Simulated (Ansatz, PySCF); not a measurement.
This singlet lies 0.65 eV below the relaxed triplet at the level frozen-core CCSD(T)/cc-pVTZ // PBE0-D3(BJ)/def2-TZVP (Ansatz, a program for electronic structure).

## H₄GeSi, SMILES `[SiH3][GeH]` (lower singlet) (charge 0, multiplicity 1)

Calculation: PBE-D3(BJ)/def2-TZVP // PBE0-D3(BJ)/def2-TZVP (PySCF 2.14.0).

The HOMO is -5.69 eV, the dipole moment comes out as 0.48 D and the HOMO–LUMO gap is 1.54 eV. The LUMO is -4.14 eV, the total energy comes out as -2368.3845 Ha and the cost comes out as very roughly 23 core-seconds.

```xyz
6

Si    -0.6005    -0.0808    -0.1119
Ge     1.6897    -0.9358    -0.3072
H     -0.8603     0.3048     1.3072
H     -1.6536    -1.0518    -0.5191
H     -0.7557     1.1417    -0.9545
H      2.1823     0.4871     0.2213
```
